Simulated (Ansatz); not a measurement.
Frontier orbitals of ClFHNbOS, SMILES `[OH][Nb]([F])(=[S])[Cl]`.

Charge 0, multiplicity 1. Correlated methods include outer-core shells of Nb, which these sets cover unevenly. Nb takes the def2 core potential. All single points use the PBE0-D4/def2-TZVP geometry. It is one conformer, not always the lowest. Basis def2-TZVPP, the Gaussian-basis code of Ansatz.

```csv
functional,HOMO (eV),LUMO (eV),gap (eV)
PBE,-7.00,-3.33,3.67
B97M-V,-7.32,-3.22,4.10
PBE0,-8.21,-2.62,5.59
r2SCAN0,-8.41,-2.58,5.83
ωB97M-V,-10.28,-0.53,9.75
```

A quarter of exact exchange (PBE0) shifts PBE's HOMO by −1.21 eV and its LUMO by +0.72 eV; full exchange at long range (ωB97M-V) shifts them by −3.28 and +2.81 eV. The gap opens from 3.67 to 9.76 eV, since occupied levels lose self-interaction and empty ones feel all the electrons.
